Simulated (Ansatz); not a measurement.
Abridged output of a molecular run in Ansatz:

```
Functional definition: HF
1357 factors; integrals over basis functions are off by at most 1.2e-3 eV
mean field evaluation 1: about -12422.2209 eV, gradient 4.0e1 eV
mean field evaluation 2: about -12422.4875 eV, gradient 4.0e1 eV
mean field evaluation 4: about -12425.9025 eV, gradient 4.4e0 eV
mean field evaluation 8: about -12425.9782 eV, gradient 4.2e-1 eV
mean field -12425.97895702 eV, -456.6463040394 hartree, gradient 1.8e-6 eV, S^2 0.000000; 0 other end points of the search recorded, 0 dependent functions left out
9 core orbitals not correlated: weight in the atoms' cores, before any rotation towards them, 1.000 or more for the frozen orbitals, at most 0.000 for the correlated occupied ones
reference -12425.97895702 eV, -456.6463040394 hartree; 13, 13 occupied and 200, 200 virtual orbitals, 1357 factors
second order -21.45072000 eV of doubles, -0.00000000 eV of singles
cycle   1  -21.45829557 eV  change   -7.6e-3 eV  update   1.2e-1
cycle   2  -22.11446632 eV  change   -6.6e-1 eV  update   3.9e-2
cycle   3  -22.28655516 eV  change   -1.7e-1 eV  update   2.2e-2
cycle   4  -22.26136975 eV  change    2.5e-2 eV  update   6.0e-3
cycle   5  -22.26051652 eV  change    8.5e-4 eV  update   2.9e-3
cycle   6  -22.26211974 eV  change   -1.6e-3 eV  update   8.8e-4
cycle   7  -22.26152192 eV  change    6.0e-4 eV  update   3.9e-4
cycle   8  -22.26145763 eV  change    6.4e-5 eV  update   1.5e-4
cycle   9  -22.26156901 eV  change   -1.1e-4 eV  update   6.4e-5
cycle  10  -22.26154806 eV  change    2.1e-5 eV  update   2.7e-5
perturbative correction -0.91163762 eV, -0.0335020647 hartree
Total energy: -12449.15214270 eV, -457.4979029059 hartree
```

Its atoms:

```xyz
9

B     1.464    0.353    1.551
O     0.339   -0.367    1.223
C    -0.314   -0.262    0.074
O    -0.433    0.856   -0.472
Al   -1.376   -0.489   -1.538
H     1.814    0.269    2.685
H     2.043    0.959    0.704
H    -0.594   -0.902   -2.844
H    -2.943   -0.417   -1.381
```

Problem. Which basis set was used?
A. def2-QZVPP
B. def2-SVPD
C. cc-pV(D+d)Z
D. def2-TZVPP

Solution. D. It gives 222 functions.

Problem. Write the keys of the input that set method, charge and spin (a neutral closed shell needs none for the last two).

Solution. 
```yaml
correlation: {method: ccsd_t}
```
